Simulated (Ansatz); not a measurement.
Series SnX2: PBE0-D4/def2-SVP single points in Ansatz on relaxed structures, gas phase. Core potentials for Sn, no spin–orbit coupling. Binding counts from free atoms in the multiplicity of their measured ground term, without zero-point energy. The structures are stationary points that may keep the symmetry of their start.

| species | atoms | state | geometry | HOMO (eV) | LUMO (eV) | gap (eV) | binding per atom (eV) | point group (within 0.1 Å) |
| --- | --- | --- | --- | --- | --- | --- | --- | --- |
| SnCl2 | 3 | singlet | PBE-D4/def2-TZVP | -7.88 | -3.06 | 4.82 | 2.66 | C2v |
| SnF2 | 3 | singlet | PBE0-D4/def2-TZVP | -8.48 | -2.61 | 5.88 | 3.27 | C2v |
| SnH2 | 3 | singlet | r2SCAN-D4/def2-TZVP | -6.57 | -2.94 | 3.62 | 1.78 | C2v |
| SnBr2 | 3 | singlet | PBE0-D4/def2-TZVP | -7.61 | -3.15 | 4.46 | 2.40 | C2v |
| Sn(NH2)2 (SnN2H4) | 7 | singlet | PBE0-D4/def2-TZVP | -6.35 | -0.86 | 5.50 | 3.14 | C2v |
| SnMe2 (C2H6Sn) | 9 | singlet | PBE0-D4/def2-TZVP | -5.85 | -2.25 | 3.60 | 3.52 | – |
| Sn(N(SiH3)2)2 (Si4SnN2H12) | 19 | singlet | r2SCAN-D4/def2-SVP | -7.05 | -2.58 | 4.47 | 3.15 | – |
| Sn(OtBu)2 (C8H18O2Sn) | 29 | singlet | r2SCAN-D4/def2-SVP | -6.90 | -1.87 | 5.03 | 4.17 | – |

The gap (eV) runs from 3.60 (SnMe2) to 5.88 (SnF2).
